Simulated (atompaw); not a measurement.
# Cutoff test, dysprosium (Dy), PAW (atompaw)

* Element: dysprosium
* Generator: atompaw 4.2.0.5
* Type: PAW
* Functional: PBEsol
* Relativity: scalar-relativistic
* Frozen core: [Kr] 4d10
* Valence charge: 20
* Reference configuration: 4f10 5s2 5p6 5d0 6s1.75 6p0.25
* Partial waves: 5s (bound): rc 1.75 bohr; 6s (bound): rc 2.45 bohr; 5p (bound): rc 1.65 bohr; 6p (bound): rc 2.40 bohr; 5d (bound, empty): rc 2.45 bohr; 5d channel at 0.55 Ry: rc 2.45 bohr; 4f (bound): rc 0.65 bohr; 4f channel at 0.55 Ry: rc 0.65 bohr
* Local potential: bessel scheme, radius 1.90 bohr
* Core correction: smooth core density matched at 2.20 bohr
* Augmentation charge: gaussian compensation charge, radius 2.40 bohr; PAW radius 2.45 bohr; waves and projectors: custom polynom vanderbiltortho

The pseudo-atom Hamiltonian at the reference potential is diagonalised in spherical Bessel functions j_l(qr) that vanish at 20 bohr, with q² up to the cutoff. All-electron valence levels (Ry): 5s -3.6270, 6s -0.2925, 5p -1.8935, 6p -0.0971, 5d -0.1074, 4f -0.2593.

Problem. How do the lowest levels (Ry) of each channel move with the cutoff, and are there ghosts?

Solution.

| cutoff (Ry) | s #1 | s #2 | p #1 | p #2 | d #1 | d #2 | f #1 | Σ f·Δε (mRy) |
| --- | --- | --- | --- | --- | --- | --- | --- | --- |
| 8 | -3.5989 | -0.2920 | -1.5418 | -0.0915 | -0.0854 | 0.0456 | 0.0854 | 5568.7 |
| 25 | -3.6269 | -0.2925 | -1.8929 | -0.0970 | -0.1073 | 0.0428 | 0.0854 | 3403.5 |
| 50 | -3.6270 | -0.2925 | -1.8935 | -0.0970 | -0.1074 | 0.0428 | 0.0854 | 3400.1 |
| 100 | -3.6270 | -0.2925 | -1.8935 | -0.0970 | -0.1074 | 0.0428 | 0.0853 | 3399.9 |
| 180 | -3.6270 | -0.2925 | -1.8935 | -0.0970 | -0.1074 | 0.0428 | 0.0722 | 3268.9 |
| 400 | -3.6270 | -0.2925 | -1.8935 | -0.0970 | -0.1074 | 0.0428 | -0.2546 | 0.0 |

Result: no extra level below or beside the all-electron valence levels (s, p, d, f tested); 10 mRy is reached at over 300 Ry and 1 mRy at over 300 Ry.
